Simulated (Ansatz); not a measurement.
`[CH3][Al]([NH2])[Br]` + H₂O → `[NH2][Al]([OH])[Br]` + CH₄ at 500 K and 1 bar (formal hydrolysis of the Al–C bond).

Isolated molecules relaxed with PBE0-D4/def2-TZVP in Ansatz; ΔE leaves out vibrations. CBS: MP2 limit from def2 TZ/QZ plus the TZ coupled-cluster correction, frozen cores. This one scheme is used for every species. For Br outer-core shells are correlated without core-valence functions, which leaves a few kJ/mol of doubt a bond. Scalar relativity is left out up to krypton. Each species was taken in one conformer, which may not be the lowest.

```csv
species,CCSD(T)/CBS energy (Eh),H − E (kJ/mol),S (J/(mol·K))
`[CH3][Al]([NH2])[Br]`,-2911.22635,209.3,415.6
H₂O,-76.37941,73.2,206.3
`[NH2][Al]([OH])[Br]`,-2947.19216,147.3,392.2
CH₄,-40.46206,135.6,206.8
```

H − E and S are ideal-gas, rigid-rotor, harmonic terms from PBE0-D4/def2-TZVP, for one conformer and one mirror image of each species. 1 Eh = 2625.50 kJ/mol, R = 8.31446 J/(mol·K).

Question: By hand: ΔE, ΔH, ΔS and ΔG.

Answer: ΔE = (-2947.19216) + (-40.46206) − (-2911.22635) − (-76.37941) = -0.04846 Eh = -127.2 kJ/mol. Δ(H − E) = 147.3 + 135.6 − 209.3 − 73.2 = 0.4, so ΔH = -126.8 kJ/mol. ΔS = 392.2 + 206.8 − 415.6 − 206.3 = -22.9 J/(mol·K). ΔG = -126.8 − 500 × (-22.9)/1000 = -115.3 kJ/mol.

Question: By hand: the equilibrium constant, and the temperature at which ΔG would vanish if ΔH and ΔS stayed fixed.

Answer: log₁₀ K = −ΔG/(RT ln 10) = 12.0. ΔG = 0 at ΔH/ΔS = 5537 K, far beyond where these terms or the molecules hold.

ΔH outweighs TΔS. A doubt of 5 kJ/mol in ΔE shifts log₁₀ K by 0.5 here. Other conformers and mirror images would add mixing entropy, several J/(mol·K) or more a flexible species. Modes under 60 cm⁻¹, often nearly free rotors, make the harmonic entropy too high. These are equilibria of isolated gas molecules and say nothing of rates. Largest T1 diagnostic: 0.009 (customary marks: 0.02 for closed shells, 0.045 for open ones).
